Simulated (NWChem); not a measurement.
System: MgSiH₃Br; SMILES [Br][Mg][SiH3]

```xyz
6

Mg     0.0845    -0.4137     0.0001
Br     0.5193     1.9185     0.0008
Si    -0.3809    -2.9391    -0.0007
H     -1.0258    -3.3991    -1.2865
H     -1.3077    -3.3485     1.1193
H      0.8839    -3.7480     0.1646
```
Atoms are numbered in this order, from 1.

All runs: NWChem. The geometry was optimised at PBE-D3(BJ)/def2-SVP. Vertical excitations in the gas phase.

**Question.** Estimate the computed values for B3LYP/aug-cc-pVDZ, full TDDFT. Quantities: lowest excitation, singlet (eV); oscillator strength of that lowest state; lowest state with f > 0.02, singlet (eV); orbital gap (eV).

**Answer.** 
```json
{
  "lowest excitation, singlet (eV)": "5.21",
  "oscillator_strength_of_that_lowest_state": "0.000",
  "lowest state with f > 0.02, singlet (eV)": "5.29",
  "orbital gap (eV)": "5.66"
}
```
